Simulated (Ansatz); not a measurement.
C2H2ClGe (`[C]#[C][GeH2][Cl]`) radical, 6 atoms. The species carries charge 0 and has multiplicity 2. Correlated methods include outer-core shells of Ge, which these sets cover unevenly. Scalar relativity is left out up to krypton. All runs use 4 threads of an Arm Neoverse V1 on a shared host. Correlated methods freeze the cores. Open-shell runs search over several starts.

**Question.** Give the basis size and wall time and peak host memory of each of these runs in Ansatz. UKS PBE0-D4/def2-TZVP relaxation (6 steps); UKS PBE0-D4/def2-TZVP frequencies; UHF-MP2/def2-QZVPP energy; UKS LC-ωPBE/def2-TZVPP energy; direct RPA on PBE orbitals/def2-TZVPP energy; UKS PBE0-D4/def2-QZVPP energy; UHF-CCSD(T)/def2-SVP energy; UKS ωB97M-V/def2-SVP energy; UHF-CCSD(T)/def2-TZVPP energy; UKS revPBE-D4/def2-TZVPP energy; UKS ωB97X-V/def2-TZVPP energy; UKS r2SCAN-D4/def2-TZVPP energy and forces. (Best estimate.)

**Answer.** Computed: Other jobs shared the machine, so times are rough.

```
                                level                   job  functions  wall time  peak host memory (GiB)
             UKS revPBE-D4/def2-TZVPP                energy        180      6.5 s                    0.33
               UKS LC-ωPBE/def2-TZVPP                energy        180      9.5 s                    0.57
             UKS r2SCAN-D4/def2-TZVPP     energy and forces        180       10 s                    0.45
direct RPA on PBE orbitals/def2-TZVPP                energy        180       12 s                    0.51
                 UKS ωB97M-V/def2-SVP                energy         88       14 s                    0.43
                 UHF-CCSD(T)/def2-SVP                energy         88       15 s                    0.55
               UKS PBE0-D4/def2-QZVPP                energy        333       29 s                     1.3
               UKS ωB97X-V/def2-TZVPP                energy        180       33 s                     1.1
                UKS PBE0-D4/def2-TZVP  relaxation (6 steps)        159       34 s                    0.55
                UKS PBE0-D4/def2-TZVP           frequencies        159       96 s                    0.52
                   UHF-MP2/def2-QZVPP                energy        333    2.5 min                     1.6
               UHF-CCSD(T)/def2-TZVPP                energy        180    3.8 min                     4.5
```

LC-ωPBE has ω = 0.4 bohr⁻¹. The UHF reference is spin-contaminated (⟨S²⟩ = 1.16, T1 = 0.037).
